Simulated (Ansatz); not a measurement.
Program: Ansatz. Geometries: PBE0-D4/def2-TZVP. ΔE: electronic, gas phase. CBS: MP2 limit from def2 TZ/QZ plus the TZ coupled-cluster correction, frozen cores. This one scheme is used for every species, atoms too. No spin–orbit coupling; open shells (•) take unrestricted orbitals. Spin–orbit coupling would lower the free atoms: a little for Al; clearly for Br. For Br outer-core shells are correlated without core-valence functions, so the limit isn't a true one: a few kJ/mol of doubt a bond, and 10 to 20 or more in all where bonds break to atoms. Scalar relativity is left out up to krypton.

`[Br][Al]([Br])[Br]` → Al• + 3 Br•  (atomization)

`[Br][Al]([Br])[Br]`:

Z-matrix (Å, degrees):
```
Al
Br 1 2.229
Br 1 2.229 2 120.0
Br 1 2.229 2 120.0 3 180.0
```

| species | CCSD(T)/CBS(def2) energy (Eh) |
| --- | --- |
| `[Br][Al]([Br])[Br]` | -7962.17915 |
| Al• | -241.93820 |
| Br• | -2573.26688 |

Task: Work out ΔE.

Result: ΔE = 3 × (-2573.26688) + (-241.93820) − (-7962.17915) = 0.44031 Eh = +1156.0 kJ/mol.

Largest T1 diagnostic among the species: 0.018.

The D4 term adds +26.9 kJ/mol with B3LYP and +14.1 kJ/mol with PBE0; it sums over pairs of atoms, weighted by their polarisabilities, and B3LYP, whose exchange is more repulsive, gets the larger term. From BLYP to BHLYP (50 % exact exchange), in def2-TZVPP and without D4, ΔE moves by +11.8 kJ/mol. At CCSD(T), def2-SVP lies −106.6 kJ/mol from the extrapolated value and def2-TZVPP −57.6 kJ/mol: correlation converges slowly with the basis, and small sets miss more of it in the bonded molecule than in its fragments.

B3LYP here is the variant with VWN-RPA as its local correlation; programs differ in this.

For atomizations the MP2-based limit and the directly extrapolated one differ by several kJ/mol either way, and by 10 to 25 for some Ge, Se and Sn compounds, so smaller differences from it don't rank the levels.
